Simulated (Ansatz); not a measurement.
Species, as SMILES: N#C[O], doublet.
Atoms: O1, C2, N3. Bonds: O1-C2, C2-N3.

Basis-set convergence of the highest harmonic wavenumber at PBE with Ansatz (a quantum-chemistry and plane-wave program). Each level at its own minimum, finite differences of forces, unscaled; the reference is a large set that could be run, not a limit. All functions are spherical. The program fits the integrals of some runs and decomposes those of others, by size. Open shells are unrestricted. No added dispersion term, no relativity. Reference: the value in cc-pVQZ, 1960 cm⁻¹, itself unsure by roughly 3 cm⁻¹ (its mean distance from aug-pcseg-2, aug-cc-pVTZ, def2-TZVPPD).

| basis | functions | highest harmonic wavenumber (cm⁻¹) |
|---|---|---|
| pcseg-0 | 27 | (withheld) |
| 6-311G** | 54 | (withheld) |
| aug-pcseg-1 | 69 | (withheld) |
| cc-pVTZ | 90 | 1966 |
| pcseg-2 | 90 | 1957 |
| def2-TZVPPD | 114 | 1961 |
| jun-cc-pV(T+d)Z | 117 | 1956 |
| aug-cc-pVTZ | 138 | 1955 |
| cc-pVQZ | 165 | 1960 |

Question: What belongs in the gaps?

Answer: 
- pcseg-0, highest harmonic wavenumber (cm⁻¹): 1798
- 6-311G**, highest harmonic wavenumber (cm⁻¹): 1980
- aug-pcseg-1, highest harmonic wavenumber (cm⁻¹): 1972
